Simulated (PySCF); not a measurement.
Species: C4H6GeS.
Bonds: Ge1–C2, C2–C3 (aromatic), C3–C4 (aromatic), C4–C5 (aromatic), C5–S6 (aromatic), C2–S6 (aromatic). Hydrogens: H7, H8, H9 on Ge1; H10 on C3; H11 on C4; H12 on C5.

Computed with PySCF at CAM-B3LYP/def2-SVPD, non-relativistic, on one gas-phase PBE0-D3(BJ)/def2-SVP geometry that isn't relaxed in the solvent. The solvent is an IEF-PCM continuum (van der Waals radii × 1.2), and excitations are vertical TDDFT with non-equilibrium linear response and a frozen core. Only the electrostatic response of the medium enters. Spin–orbit coupling is left out although an atom past zinc is present.

Gas-phase singlets (H = HOMO, L = LUMO):

| state | E (eV) | λ (nm) | f | leading configurations |
| --- | --- | --- | --- | --- |
| S1 | 5.587 | 222 | 0.170 | H→L 90% |
| S2 | 5.773 | 215 | 0.091 | H-1→L 82% |
| S3 | 6.348 | 195 | 0.001 | H→L+2 63%, H→L+1 17% |
| S4 | 6.440 | 193 | 0.001 | H-1→L+2 68% |
| S5 | 6.577 | 189 | 0.006 | H→L+1 51%, H→L+2 19% |

Task: Give the list for chloroform (ε = 4.711), n² = 2.09.

Result: 
| state | E (eV) | λ (nm) | f | leading configurations | change by rank (eV) |
| --- | --- | --- | --- | --- | --- |
| S1 | 5.512 | 225 | 0.234 | H→L 93% | -0.075 |
| S2 | 5.728 | 216 | 0.136 | H-1→L 86% | -0.045 |
| S3 | 6.383 | 194 | 0.002 | H→L+2 61%, H→L+1 21% | +0.035 |
| S4 | 6.489 | 191 | 0.001 | H-1→L+2 69% | +0.049 |
| S5 | 6.546 | 189 | 0.008 | H→L+1 46%, H→L+2 24% | -0.031 |

Task: What are the lowest 5 singlets in dimethylsulfoxide (ε = 46.83)?

Result: 
```csv
state,E (eV),λ (nm),f,leading configurations,change by rank (eV)
S1,5.510,225,0.238,H→L 93%,-0.077
S2,5.733,216,0.139,H-1→L 87%,-0.040
S3,6.404,194,0.001,"H→L+2 55%, H→L+1 25%",+0.056
S4,6.517,190,0.003,"H-1→L+2 47%, H→L+1 17%",+0.077
S5,6.537,190,0.007,"H→L+1 27%, H-1→L+2 24%",-0.040
```

Task: The ground-state energy changes by -0.099 eV from gas to dimethylsulfoxide. By how much does the total energy of gas-phase S1 change?

Result: E(S1) = E(S0) + excitation energy, so it changes by -0.099 − 0.077 = -0.176 eV: it is lowered more than the ground state, which is what a red shift means. This is the vertical state, with the slow part of the continuum still set for S0.

Task: How do the frontier levels move from gas to dimethylsulfoxide?

Result: 
```
orbital  gas (eV)  solvent (eV)  change (eV)                   Löwdin shares, gas               Löwdin shares, solvent
 LUMO+2      1.31          1.41        +0.10    S6 63 %, Ge1 8 %, H12 7 %, C5 6 %    S6 63 %, Ge1 9 %, C5 6 %, H12 5 %
 LUMO+1      0.95          1.01        +0.06    Ge1 46 %, S6 16 %, H9 9 %, H7 7 %    Ge1 44 %, S6 19 %, H9 8 %, H7 7 %
   LUMO      0.31          0.33        +0.02   S6 21 %, C2 20 %, C5 20 %, C3 14 %   S6 21 %, C2 20 %, C5 20 %, C3 14 %
   HOMO     -8.17         -8.16        +0.01   C2 27 %, C5 27 %, C4 15 %, C3 14 %   C2 27 %, C5 26 %, C4 15 %, C3 14 %
 HOMO-1     -8.57         -8.60        -0.03    S6 43 %, C3 19 %, C4 18 %, C2 9 %    S6 43 %, C3 19 %, C4 18 %, C2 9 %
 HOMO-2    -10.85        -10.77        +0.08  C2 28 %, Ge1 23 %, S6 18 %, H9 11 %  C2 27 %, Ge1 25 %, S6 16 %, H9 15 %
 HOMO-3    -11.01        -10.90        +0.11   Ge1 38 %, H7 25 %, H9 18 %, C2 7 %   Ge1 38 %, H7 24 %, H9 16 %, C2 8 %
```

The HOMO–LUMO gap goes from 8.49 to 8.49 eV.
